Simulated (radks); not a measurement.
The numbers below are computed, except where a source is named.
Species: Cu2+. Configuration: [Ar] 3d9. Level of theory: scalar-relativistic Kohn-Sham, LDA (Slater exchange, VWN5 correlation), spin-unpolarised, spherical densities, point nucleus (a radial shooting solver on a logarithmic mesh with Libxc functionals).

Local quantities along the radius. ELF = 1/(1 + alpha^2) is the electron localisation function; alpha = (tau - tau_W)/tau_unif compares the Pauli kinetic energy density with that of the uniform gas; 4 pi r^2 rho is in e/bohr. tau is taken from the large components.

| r (bohr) | ELF | alpha | 4 pi r^2 rho |
|---|---|---|---|
| 0.003424 | 1.000 | 0.01834 | 2.247 |
| 0.003923 | 1.000 | 0.01890 | 2.848 |
| 0.004494 | 1.000 | 0.01963 | 3.595 |
| 0.005149 | 1.000 | 0.02054 | 4.515 |
| 0.005899 | 1.000 | 0.02169 | 5.639 |
| 0.006758 | 0.999 | 0.02313 | 6.999 |
| 0.007743 | 0.999 | 0.02494 | 8.625 |
| 0.008871 | 0.999 | 0.02723 | 10.54 |
| 0.01016 | 0.999 | 0.03015 | 12.76 |
| 0.01164 | 0.999 | 0.03391 | 15.28 |
| 0.01334 | 0.998 | 0.03884 | 18.08 |
| 0.01516 | 0.998 | 0.04495 | 20.91 |
| 0.01737 | 0.997 | 0.05367 | 24.03 |
| 0.0199 | 0.996 | 0.06576 | 27.13 |
| 0.0228 | 0.993 | 0.08292 | 30.02 |
| 0.02612 | 0.988 | 0.1079 | 32.47 |
| 0.02993 | 0.979 | 0.1454 | 34.25 |
| 0.03429 | 0.960 | 0.2029 | 35.18 |
| 0.03928 | 0.921 | 0.2929 | 35.13 |
| 0.045 | 0.841 | 0.4346 | 34.14 |
| 0.05156 | 0.702 | 0.6517 | 32.43 |
| 0.05907 | 0.522 | 0.9561 | 30.45 |
| 0.06768 | 0.370 | 1.304 | 28.77 |
| 0.07754 | 0.294 | 1.551 | 28.03 |
| 0.08883 | 0.297 | 1.539 | 28.68 |
| 0.1018 | 0.378 | 1.284 | 30.82 |
| 0.1166 | 0.519 | 0.9632 | 34.04 |
| 0.1336 | 0.664 | 0.7117 | 37.43 |
| 0.153 | 0.762 | 0.5585 | 39.75 |
| 0.1753 | 0.806 | 0.4900 | 39.91 |
| 0.2009 | 0.799 | 0.5008 | 37.36 |
| 0.2302 | 0.723 | 0.6185 | 32.49 |
| 0.2637 | 0.541 | 0.9215 | 26.56 |
| 0.3021 | 0.316 | 1.472 | 21.34 |
| 0.3461 | 0.207 | 1.959 | 18.29 |
| 0.3965 | 0.241 | 1.776 | 17.90 |
| 0.4543 | 0.408 | 1.204 | 19.48 |
| 0.5205 | 0.610 | 0.7996 | 21.52 |
| 0.5963 | 0.729 | 0.6105 | 22.47 |
| 0.6832 | 0.769 | 0.5475 | 21.48 |
| 0.7827 | 0.760 | 0.5614 | 18.66 |
| 0.8967 | 0.709 | 0.6406 | 14.78 |
| 1.027 | 0.612 | 0.7959 | 10.75 |
| 1.168 | 0.483 | 1.035 | 7.445 |
| 1.338 | 0.331 | 1.422 | 4.741 |
| 1.533 | 0.202 | 1.987 | 2.863 |
| 1.756 | 0.114 | 2.781 | 1.645 |
| 2.012 | 0.061 | 3.913 | 0.8941 |
| 2.305 | 0.030 | 5.647 | 0.4521 |
| 2.641 | 0.013 | 8.602 | 0.2076 |
| 3.025 | 0.005 | 14.21 | 0.08421 |
| 3.466 | 0.001 | 26.07 | 0.02933 |
| 3.971 | 0.000 | 54.10 | 0.008521 |
| 4.549 | 0.000 | 129.5 | 0.002004 |
| 5.212 | 0.000 | 365.0 | 0.0003694 |

On this mesh the ELF has minima near r = 0.078, 0.35 bohr, which separate the shells, and maxima near 0.18 (0.81), 0.68 (0.77).

Self-consistent cycle (total energy in hartree, residual of the potential): 1: -1645.529279, 7e+00; 2: -1649.882034, 3e+00; 3: -1651.043456, 7e-01; 4: -1650.996630, 9e-01; 5: -1651.153398, 2e-01; 6: -1651.165382, 1e-01; 7: -1651.168503, 7e-03; 8: -1651.168516, 3e-04; 9: -1651.168517, 9e-04; 10: -1651.168517, 5e-05; 11: -1651.168517, 6e-06; 12: -1651.168517, 6e-07; 13: -1651.168517, 3e-07; 14: -1651.168517, 6e-09.
